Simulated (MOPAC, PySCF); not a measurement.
H6Cl2Si3, SMILES `[SiH2](Cl)[SiH2][SiH2]Cl` (Cl–Si–Si–Si torsion 52°, Si–Si–Si–Cl torsion 52°), neutral singlet in the gas phase. 

Z-matrix (Å, degrees):
```
Si
H 1 1.4987
H 1 1.4987 2 109.09
Si 1 2.3454 2 109.98 3 -120.93
H 4 1.4928 1 111.42 2 173.71
H 4 1.4945 5 109.26 1 125.33
Cl 4 2.0797 5 108.07 6 116.94
Si 1 2.3454 2 110.14 3 120.77
H 8 1.4928 1 111.40 2 53.33
H 8 1.4945 9 109.27 1 125.31
Cl 8 2.0798 9 108.09 10 116.98
```
Charge 0, multiplicity 1.

All levels are single points at this geometry (PBE-D3(BJ)/def2-TZVP); Pople sets use spherical d functions. Orbital energies aren't observables, and empty levels follow the basis.

| level | HOMO (eV) | LUMO (eV) | gap (eV) | dipole (D) | vertical IE, Delta-SCF (eV) |
|---|---|---|---|---|---|
| PBE-D3(BJ)/def2-TZVP in PySCF | -6.93 | -1.71 | 5.21 | 1.67 | 9.35 |
| B3LYP/3-21G in PySCF | -8.09 | -0.93 | 7.16 | 3.20 | – |
| B3LYP/LANL2DZ in PySCF | -8.13 | -0.85 | 7.27 | 3.21 | – |
| M06-2X/6-31G* in PySCF | -9.12 | 0.00 | 9.12 | 2.57 | – |
| SVWN5/6-31G* in PySCF | -6.98 | -1.76 | 5.22 | 2.25 | 9.47 |
| AM1 in MOPAC | -10.60 | -1.65 | 8.95 | 2.02 | – |
